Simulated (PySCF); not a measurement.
Work out the structure from these simulated measurements.

Formula: C5H6FN.

- Dipole: 3.55 D [CAM-B3LYP/def2-SVPD]
- NMR, other nuclei: isotropic shieldings of nuclei other than C and H, by class: 104 (1 N), 344 (1 F) ppm [GIAO PBE0/pcSseg-1]
- XPS: C1s 289.9, C1s 290.7, C1s 290.8, C1s 292.1, C1s 292.4, N1s 406.3, F1s 692.7 eV [ΔSCF SCAN, pcX-2 on the ionised atom, pcseg-1 elsewhere, spin-free X2C]
- 13C NMR: chemical shifts (computed TMS as zero) by class: 160.9 (1 C), 121.7 (1 C), 107.6 (1 C), 101.4 (1 C), 37.1 (1 C) ppm [GIAO PBE0/pcSseg-1]
- Valence photoelectron: vertical ionisation energy: 8.32 eV [ΔSCF CAM-B3LYP/def2-SVPD]
- UV, first state: lowest singlet excitation: 6.02 eV (206 nm, f = 0.002) [TDDFT CAM-B3LYP/def2-SVPD]
- Rotational structure: rotational constants A, B, C: 6.986, 2.003, 1.573 GHz [PBE0-D3(BJ)/def2-SVP]
- Triplet: lowest triplet excitation (Tamm–Dancoff): 4.23 eV [TDA CAM-B3LYP/def2-SVPD]
- Polarisability: 65.1 au [CAM-B3LYP/def2-SVPD]
- 1H NMR: chemical shifts (computed TMS as zero) by class: 6.36 (1 H), 6.14 (1 H), 5.93 (1 H), 3.44 (3 H) ppm [GIAO PBE0/pcSseg-1]

Electronic properties: PySCF, gas phase, density fitting. Levels stand in brackets. Geometry: PBE0-D3(BJ)/def2-SVP; no solvent, vibrations or thermal averaging. Each NMR value is the plain mean over a class of atoms that symmetry, rotation or inversion makes alike.

Question: Give a SMILES that accounts for the data.

Answer: Numbering: `[CH3:1][n:2]1[cH:3][cH:4][c:5]([F:6])[cH:7]1`. Its formula, C5H6FN, gives 3 degrees of unsaturation: 1 ring and 2 π bonds in the structure found (Kekulé form). 5 carbons fall into 5 classes; from least to most shielded: aromatic C–F carbon [C5] (160.9 ppm), aromatic CH next to a ring nitrogen [C3] (121.7 ppm), aromatic CH next to a ring nitrogen [C7] (107.6 ppm), aromatic CH carbon [C4] (101.4 ppm), N-methyl carbon [C1] (37.1 ppm). Hydrogen classes from least to most shielded: 1 H on an aromatic CH next to a ring nitrogen, C7 (6.36 ppm), 1 H on an aromatic CH next to a ring nitrogen, C3 (6.14 ppm), 1 H on an aromatic CH carbon, C4 (5.93 ppm), 3 H on an N-methyl carbon, C1 (3.44 ppm). The other shieldings belong to: 104 ppm, pyrrole-type nitrogen [N2]; 344 ppm, aryl fluorine [F6]. The core levels belong to: C1s 289.9 eV, aromatic CH carbon [C4]; C1s 290.7 eV, aromatic CH next to a ring nitrogen [C7]; C1s 290.8 eV, aromatic CH next to a ring nitrogen [C3]; C1s 292.1 eV, aromatic C–F carbon [C5]; C1s 292.4 eV, N-methyl carbon [C1]; N1s 406.3 eV, pyrrole-type nitrogen [N2]; F1s 692.7 eV, aryl fluorine [F6]. The first electron is taken from the HOMO, whose largest Löwdin shares are 0.29 on an aromatic CH next to a ring nitrogen, 0.23 on an aromatic CH next to a ring nitrogen, 0.18 on the aromatic C–F carbon and 0.10 on the pyrrole-type nitrogen. By its constants the optimised geometry is an asymmetric top. Structure: `n1(C)ccc(c1)F`. The assignments are read from this structure; whether some other isomer fits the data as well wasn't checked.
